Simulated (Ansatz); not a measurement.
`N=CC1(F)C[SiH2]1`. Charge 0, multiplicity 1.

```xyz
12

N     1.1235   -1.1039    2.0300
C     0.7510   -0.2139    1.2143
C    -0.1129   -0.3975    0.0388
F    -0.6161   -1.6702   -0.0561
C    -1.1247    0.7083   -0.2827
Si    0.2189    0.5734   -1.5446
H     0.7280   -2.0090    1.7680
H     1.0975    0.8136    1.3679
H    -1.1936    1.5245    0.4292
H    -2.0933    0.3185   -0.5825
H     1.3301    1.5450   -1.5616
H    -0.1083   -0.0889   -2.8206
```

Give the diagnostics of a CCSD(T)/def2-TZVPP run (frozen core, Ansatz). (Best estimate.)

The calculation gave: T1 = 0.0133, largest single amplitude 0.025, largest double 0.030, (T) share of the correlation energy 4.1 %, 10 CCSD cycles. The RHF solution is stable towards an unrestricted one. T1 lies under the customary mark of 0.02 for closed shells.
